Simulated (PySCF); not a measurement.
# Fractional electron number in Cr²⁺ (chromium, charge +2)

The 3d alpha orbital of [Ar] 3d4 is emptied in steps (occupation f), with all orbitals relaxed, ending at [Ar] 3d3. Computed with PySCF 2.14 in aug-pcseg-2 (7s5p4d3f2g, 81 functions), with the non-relativistic Hamiltonian (point nucleus). The exact energy is a straight line in f; departures are measured from the line between the end points of the same method.

| f | UHF (eV) | LDA (eV) | PBE (eV) |
| --- | --- | --- | --- |
| 1 | 0.000 | 0.000 | 0.000 |
| 0.75 | 0.382 | -1.519 | -1.479 |
| 0.5 | 0.489 | -2.051 | -1.994 |
| 0.25 | 0.353 | -1.557 | -1.510 |
| 0 | 0.000 | 0.000 | 0.000 |

Question: For PBE, how does the orbital energy at f = 1 compare with the removal energy?

Answer: −ε = 23.884 eV against a total-energy difference of 31.676 eV. By Janak's theorem ε = ∂E/∂f, so the gap between them reflects the curvature. Along the path −ε is 27.664 (f = 0.75), 31.592 (f = 0.5), 35.646 (f = 0.25) eV.

| method | E(f=0) − E(f=1) (eV) | −ε at f=1 (eV) | −ε at f=0.5 (eV) |
| --- | --- | --- | --- |
| UHF | 29.760 | 31.886 | 29.683 |
| LDA | 32.121 | 24.127 | 32.020 |
| PBE | 31.676 | 23.884 | 31.592 |

Reference removal energy between the ground levels: 30.959 ± 0.025 eV (measured; NIST Atomic Spectra Database, ionization energies). The calculation has no spin-orbit coupling. The determinant left behind need not be the lowest term of the ion. UHF lacks correlation.
